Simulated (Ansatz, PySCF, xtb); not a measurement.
Isomers of CH4SSe: 1 is C[Se]S, 2 is CS[SeH]; one conformer of each (the lowest of an xTB search), B3LYP-D3(BJ)/def2-TZVP minima.
Isomer 1 (charge 0, multiplicity 1, Z-matrix in Å and degrees):
```
C
H 1 1.0860
H 1 1.0863 2 111.00
H 1 1.0900 2 110.10 3 -122.15
Se 1 1.9676 2 109.54 4 -116.25
S 5 2.2120 1 99.94 2 -56.68
H 6 1.3471 5 98.28 1 -88.17
```
Isomer 2 (charge 0, multiplicity 1):
```
atom    x (Å)    y (Å)    z (Å)
----  -------  -------  -------
C     -1.0121   0.0061   0.0188
S      0.3368  -0.8450  -0.8584
Se     2.0791  -0.4783   0.4479
H     -1.1205  -0.3795   1.0300
H     -1.9187  -0.2083  -0.5501
H     -0.8452   1.0810   0.0399
H      2.4807   0.8240  -0.1281
```

No zero-point or thermal terms.

Rows in 3-21G carry no dispersion term and start afresh at each structure; the Pople sets are all-electron and without relativity.

Programs: Ansatz (Gaussian orbitals); PySCF for 3-21G rows, the dispersion terms; xtb for the GFN methods. 

Question: One of these levels gives 6.2 kJ/mol for the electronic energy of isomer 2 less that of isomer 1. Which?
A. PBE-D4/def2-TZVPP
B. B3LYP/3-21G
C. BLYP-D4/def2-TZVPP
D. GFN2-xTB

Answer: A, PBE-D4/def2-TZVPP. The others give 9.2 (GFN2-xTB), 7.7 (BLYP-D4/def2-TZVPP), 29.5 (B3LYP/3-21G)

Ansatz is a quantum-chemistry and plane-wave program.
